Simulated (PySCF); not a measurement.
**State search for SnCl**

Unrestricted PBE0; Sn x2c-SVPall, Cl x2c-SVPall; spin-free X2C with a Gaussian nucleus (PySCF 2.14). Outer shells of the fragments: Sn 4d10 5s2 5p2; Cl 3s2 3p5.

Followed along the bond (rough minima from three points):

```tsv
2Ms+1	unpaired	⟨S²⟩ at the start	R at minimum (Å)	Te (eV)
2	π ↑	0.75	2.39	0.00
4	σ ↑, π ↑↑	3.75	none in the scan	≤ 3.38
```

Solutions found at the starting distance of 2.320 Å, counted from the lowest of them; the search is not exhaustive and high or unbound solutions are not listed, so other states can lie among these:

| 2Ms+1 | unpaired | term | E (eV) | ⟨S²⟩ | ⟨Lz²⟩ | μ (D) |
| --- | --- | --- | --- | --- | --- | --- |
| 2 | π ↑ | ²Π | 0.00 | 0.75 | 1.01 | -2.18 |
| 2 | σ ↑ | ²Σ⁺ | 2.78 | 0.75 | 0.00 | -1.51 |
| 4 | σ ↑, π ↑↑ | ⁴Σ⁻ | 3.37 | 3.75 | 0.00 | -1.22 |
| 2 | σ ↑, π ↑↓ | mixed | 4.14 | 1.76 | 2.01 | -0.70 |
| 2 | σ ↓, π ↑↑ | mixed | 4.22 | 1.77 | 0.00 | -0.29 |
| 4 | π ↑↑↑ | ⁴Π | 4.86 | 3.76 | 1.00 | 3.20 |

A term symbol is given only where ⟨S²⟩ and ⟨Lz²⟩ are close to those of a pure state; real π, δ and φ orbitals otherwise mix terms. A positive dipole means Sn(−)Cl(+).

Spin–orbit coupling is left out. Counting both spins, an empty level lies below a filled one in some of these solutions, because spin and occupation are held.
